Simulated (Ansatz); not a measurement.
Species: 1,1,1-trifluoroethane, C2H3F3 (charge 0, singlet). 
Geometry from a B3LYP-D3(BJ)/def2-TZVP (Ansatz, a program for electronic structure) optimisation:
```
C
F 1 1.3503
F 1 1.3503 2 107.01
F 1 1.3503 2 107.01 3 -114.42
C 1 1.5015 2 111.83 3 122.79
H 5 1.0883 1 109.29 2 180.00
H 5 1.0883 6 109.65 1 119.78
H 5 1.0883 6 109.65 7 120.45
```
Charge 0, spin multiplicity 1.

Dipole moments at this geometry, in debye (magnitudes).

| level | program | dipole (D) |
|---|---|---|
| BLYP/def2-TZVPD | Ansatz | 2.28 |
| B97M-V/def2-TZVPD | Ansatz | 2.28 |
| B3LYP/def2-TZVPD | Ansatz | 2.38 |
| HSE06/def2-TZVPD | Ansatz | 2.36 |
| CAM-B3LYP/def2-TZVPD | Ansatz | 2.43 |
| LC-wPBE/def2-TZVPD | Ansatz | 2.40 |
| wB97M-V/def2-TZVPD | Ansatz | 2.37 |
| wB97X-V/def2-TZVPD | Ansatz | 2.38 |
| CCSD(T)/aug-cc-pVDZ | Ansatz | … |

Fill in the missing entries.


- CCSD(T)/aug-cc-pVDZ, dipole (D): 2.34

Measured: 2.32 D (NIST CCCBDB, as tabulated in the package chemicals), a vibrational average. This is an older compilation, not checked against later work.
